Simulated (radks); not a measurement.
All-electron atom: the neodymium ion Nd41+ in [Ar] 3d1 (the NIST ground configuration). Method: Dirac Kohn-Sham, BLYP, spin-unpolarised, spherical densities, finite nucleus; open shells fill j = l - 1/2 first; Fermi nuclear charge, rms radius 4.9123 fm; computed with a radial shooting solver on a logarithmic mesh with Libxc functionals. Some entries of the table are withheld. Estimate them.

orbital,occ.,eigenvalue (hartree),<r^2> (bohr^2),<r> (bohr)
1s1/2,2,-1680.880,0.0007598,0.02363
2s1/2,2,-342.7229,0.01174,0.09959
2p1/2,2,-329.6577,0.008569,0.08345
2p3/2,4,-310.2407,0.009762,0.08967
3s1/2,2,-128.3688,0.06945,0.2467
3p1/2,2,-123.3809,0.06352,0.2342
3p3/2,4,-118.6822,0.06876,0.2440
3d3/2,1,(1),0.05201,(2)
3d5/2,0,(3),0.05340,(4)

Answer. 
(1) 3d3/2 eigenvalue (hartree): -111.1901
(2) 3d3/2 <r> (bohr): 0.2119
(3) 3d5/2 eigenvalue (hartree): -110.0861
(4) 3d5/2 <r> (bohr): 0.2150
